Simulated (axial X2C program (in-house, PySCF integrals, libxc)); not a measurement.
**Curves of IGdI from open-shell CI on f7 s1**

Computed with an axial X2C code built on PySCF integrals: two-component X2C with atomic mean-field Coulomb and Gaunt terms, basis I dyall-v3z, Gd dyall-v3z (cores contracted in-house). Orbitals come from Hartree–Fock averaged over the configuration Gd f7 s1; CI then distributes these electrons over the f, s shells of Gd.

Scan along the symmetric stretch (R is each bond); masses I 126.904 u, Gd 157.924 u, I 126.904 u. Energies in cm⁻¹ from the lowest point; levels are followed by energy order within each Ω. Lowest level at 2.929 Å: 100% f7 s1.

```csv
R (Å),(1)Ω=0,(1)Ω=1,(1)Ω=2,(1)Ω=3,(1)Ω=4,(2)Ω=3,(2)Ω=2,(2)Ω=1,(2)Ω=0
2.724,3732,3732,3731,3731,3730,8752,8775,8790,8794
2.826,908,908,908,908,909,6032,6056,6072,6077
2.929,0,0,1,2,4,5243,5270,5286,5291
3.046,652,653,654,657,661,6039,6068,6086,6092
3.163,2537,2538,2541,2545,2552,8070,8103,8122,8129
3.295,5626,5628,5632,5639,5649,11324,11360,11383,11390
3.456,10206,10209,10215,10226,10241,16101,16144,16170,16179
```

(1) Fit the curves (1)Ω=0, (1)Ω=1, (1)Ω=2, (1)Ω=3, (1)Ω=4, (2)Ω=3, (2)Ω=2, (2)Ω=1, (2)Ω=0 near their minima.

There is no dynamic correlation: spin–orbit spacings and, for f shells, spacings inside one term are the most reliable numbers, splittings between terms come out too wide, and energies between configurations are not reliable, so the lowest level need not be the ground state of the molecule. At most 4 roots were kept for each Ω > 0 (twice that for Ω = 0) within 2.2 eV of the lowest, so higher up levels can be missing between those listed; levels with Ω > 0 are doubly degenerate and listed once, Ω = 0 levels singly. The molecule was held linear; bending was not examined.

Answers

(1) From the open-shell CI curves, Te from the lowest:

```json
{"level": "(1)Ω=0", "Te (cm⁻¹)": "0", "Re (Å)": "2.938", "ωe (cm⁻¹)": "130.2"}
{"level": "(1)Ω=1", "Te (cm⁻¹)": "0", "Re (Å)": "2.938", "ωe (cm⁻¹)": "130.2"}
{"level": "(1)Ω=2", "Te (cm⁻¹)": "1", "Re (Å)": "2.938", "ωe (cm⁻¹)": "130.2"}
{"level": "(1)Ω=3", "Te (cm⁻¹)": "3", "Re (Å)": "2.938", "ωe (cm⁻¹)": "130.2"}
{"level": "(1)Ω=4", "Te (cm⁻¹)": "5", "Re (Å)": "2.938", "ωe (cm⁻¹)": "130.3"}
{"level": "(2)Ω=3", "Te (cm⁻¹)": "5249", "Re (Å)": "2.929", "ωe (cm⁻¹)": "132.5"}
{"level": "(2)Ω=2", "Te (cm⁻¹)": "5275", "Re (Å)": "2.929", "ωe (cm⁻¹)": "132.5"}
{"level": "(2)Ω=1", "Te (cm⁻¹)": "5292", "Re (Å)": "2.929", "ωe (cm⁻¹)": "132.6"}
{"level": "(2)Ω=0", "Te (cm⁻¹)": "5297", "Re (Å)": "2.929", "ωe (cm⁻¹)": "132.6"}
```

Without dynamic correlation distances can be off by several hundredths of an Å (long for ionic bonds, short for multiple bonds) and the wavenumbers are rough.
